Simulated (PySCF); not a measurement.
## input.py for RbBr

The script input.py:

```python
from pyscf import gto, dft

mol = gto.M(
    atom='Rb 0 0 0; Br 0 0 2.953',
    basis='sbkjc',
    ecp={'Rb': 'sbkjc', 'Br': 'sbkjc'},
    charge=0,
    spin=0,
    verbose=4,
)
mf = dft.UKS(mol, xc='camb3lyp')
mf.kernel()
mf.dip_moment()
print('orbital energies (hartree):', [e[max(0, n-3):n+3].round(4) for e, n in zip(mf.mo_energy, mol.nelec)])
```

```bash
$ OMP_NUM_THREADS=1 python input.py
```

It prints (some set-up lines and the per-cycle HOMO/LUMO lines with their warnings removed):

```
PySCF version 2.14.0

[INPUT] verbose = 4
[INPUT] num. atoms = 2
[INPUT] num. electrons = 8
[INPUT] charge = 0
[INPUT] spin (= nelec alpha-beta = 2S) = 0
[INPUT] symmetry False subgroup None
[INPUT] Mole.unit = angstrom
[INPUT] Symbol           X                Y                Z      unit          X                Y                Z       unit  Magmom
[INPUT]  1 Rb     0.000000000000   0.000000000000   0.000000000000 AA    0.000000000000   0.000000000000   0.000000000000 Bohr   0.0
[INPUT]  2 Br     0.000000000000   0.000000000000   2.953000000000 AA    0.000000000000   0.000000000000   5.580361245841 Bohr   0.0

nuclear repulsion = 1.25439907769726
number of shells = 8
number of NR pGTOs = 36
number of NR cGTOs = 16
basis = sbkjc
ecp = {'Rb': 'sbkjc', 'Br': 'sbkjc'}

******** <class 'pyscf.dft.uks.UKS'> ********
method = UKS
initial guess = minao
damping factor = 0
level_shift factor = 0
DIIS = <class 'pyscf.scf.diis.CDIIS'>
diis_start_cycle = 1
diis_space = 8
diis_damp = 0
SCF conv_tol = 1e-09
SCF conv_tol_grad = None
SCF max_cycles = 50
direct_scf = True
direct_scf_tol = 1e-13
number electrons alpha = 4  beta = 4
XC library pyscf.dft.libxc version 7.0.0
    S. Lehtola, C. Steigemann, M. J.T. Oliveira, and M. A.L. Marques.,  SoftwareX 7, 1–5 (2018)
XC functionals = camb3lyp
    T. Yanai, D. P. Tew, and N. C. Handy.,  Chem. Phys. Lett. 393, 51 (2004)
radial grids:
    Treutler-Ahlrichs [JCP 102, 346 (1995); DOI:10.1063/1.469408] (M4) radial grids

becke partition: Becke, JCP 88, 2547 (1988); DOI:10.1063/1.454033
pruning grids: <function nwchem_prune>
grids dens level: 3
symmetrized grids: False
atomic radii adjust function: <function treutler_atomic_radii_adjust>
small_rho_cutoff = 0
Set gradient conv threshold to 3.16228e-05
tot grids = 42336
init E= -13.1713977486395
cycle= 1 E= -13.5998358811772  delta_E= -0.428  |g|= 0.0333  |ddm|= 1.46
cycle= 2 E= -13.6014378301969  delta_E= -0.0016  |g|= 0.0169  |ddm|= 0.108
cycle= 3 E= -13.601700914614  delta_E= -0.000263  |g|= 0.00171  |ddm|= 0.0354
cycle= 4 E= -13.6017134758241  delta_E= -1.26e-05  |g|= 0.000359  |ddm|= 0.00844
cycle= 5 E= -13.6017139879511  delta_E= -5.12e-07  |g|= 3.46e-05  |ddm|= 0.00192
cycle= 6 E= -13.6017139925737  delta_E= -4.62e-09  |g|= 3.81e-06  |ddm|= 0.000166
cycle= 7 E= -13.601713992649  delta_E= -7.53e-11  |g|= 5.34e-07  |ddm|= 2.52e-05
Extra cycle  E= -13.6017139926497  delta_E= -7.34e-13  |g|= 2.93e-07  |ddm|= 2.19e-06
converged SCF energy = -13.6017139926497  <S^2> = -7.9936058e-15  2S+1 = 1
Dipole moment(X, Y, Z, Debye):  0.00000,  0.00000, -13.38619
orbital energies (hartree): [array([-0.2466, -0.2374, -0.2374, -0.0339,  0.0098,  0.0098]), array([-0.2466, -0.2374, -0.2374, -0.0339,  0.0098,  0.0098])]
```

In short: E(SCF) = -13.601714 Eh, 7 cycles, μz(SCF) = -13.39 D.

It ran on Arm Neoverse V2 (1 thread, shared host) in 1.2 s.

The bond length is a typed value, not an optimised one. No search for the lowest solution was made.
